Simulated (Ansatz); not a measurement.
Energy profile

The step: Si₄H₁₀O₃ ([SiH3][O][SiH]([O][SiH3])[O][SiH3]) + H₂O → Si₃H₈O₃ ([OH][SiH]([O][SiH3])[O][SiH3]) + SiH₄O ([OH][SiH3]); bonds formed: Si1–O10, O2–H9; bonds broken: Si1–O2, H9–O10 (atoms numbered as in the saddle structure below).

| atom | x (Å) | y (Å) | z (Å) |
| --- | --- | --- | --- |
| Si1 | -0.9023 | 0.2345 | 0.4314 |
| O2 | 0.0035 | 0.3957 | -1.2304 |
| Si3 | 1.0837 | -0.6521 | -1.9221 |
| O4 | -0.1473 | 1.5596 | 1.0252 |
| Si5 | 1.0590 | 2.5565 | 0.5245 |
| O6 | -0.2052 | -1.2435 | 0.6244 |
| Si7 | -0.3034 | -2.5147 | 1.6588 |
| H8 | -1.9934 | 0.1243 | 1.4421 |
| H9 | -1.2035 | 0.6566 | -1.5234 |
| O10 | -2.1436 | 0.5458 | -0.8878 |
| H11 | 0.4549 | -1.9655 | -2.2139 |
| H12 | 1.5187 | -0.0355 | -3.2024 |
| H13 | 2.2574 | -0.8339 | -1.0368 |
| H14 | 2.2809 | 1.8002 | 0.1487 |
| H15 | 0.6162 | 3.3768 | -0.6336 |
| H16 | 1.3768 | 3.4580 | 1.6595 |
| H17 | -0.5248 | -3.7497 | 0.8653 |
| H18 | -1.4216 | -2.3351 | 2.6202 |
| H19 | 0.9760 | -2.6298 | 2.4025 |
| H20 | -2.7820 | 1.2515 | -0.7524 |

Electronic energies by CCSD(T) at an estimated basis limit (MP2 extrapolated from triple and quadruple zeta, plus CCSD(T) − MP2 in triple zeta), on PBE0-D4/def2-TZVP structures; Si4H12O4, closed shell; no counterpoise correction. Program: Ansatz 0.2.0. Basis: def2-TZVPP and def2-QZVPP. Cores are frozen in the correlated methods. Extrapolation: Hartree–Fock as exp(−7.88 √X), correlation as X^−2.97.

**Question.** Give the profile in eV, counted from the separated reactants. (An estimate is asked for; the value comes from the calculation.)

**Answer.** The calculation gives:
| point | eV |
| --- | --- |
| separated: Si4H10O3 (linked as [SiH3][O][SiH]([O][SiH3])[O][SiH3]; Si1, O2, Si3, O4, Si5, O6, Si7, H8, H11, H12, H13, H14, H15, H16, H17, H18, H19; singlet) + H2O (H9, O10, H20; singlet) | 0.000 |
| start structure | -0.206 |
| saddle | 1.274 |
| end structure | -0.057 |
| separated: Si3H8O3 (linked as [OH][SiH]([O][SiH3])[O][SiH3]; Si1, O4, Si5, O6, Si7, H8, O10, H14, H15, H16, H17, H18, H19, H20; singlet) + SiH4O (linked as [OH][SiH3]; O2, Si3, H9, H11, H12, H13; singlet) | 0.250 |

No T1 diagnostic of these runs exceeds 0.013.

For scale, one of the runs: CCSD(T)/def2-TZVPP, 460 basis functions, launched by `ansatz run in.yaml --threads 4 --pin off --events-out ev --progress --plain --max-ram 63488MiB --backend cuda --devices 0, --max-vram 37GiB`. Time: 46 s of wall clock on 4 CPU threads of an AMD EPYC 7R13 and a share of one NVIDIA H100; the host was shared. Peak host memory: 1.3 GiB.
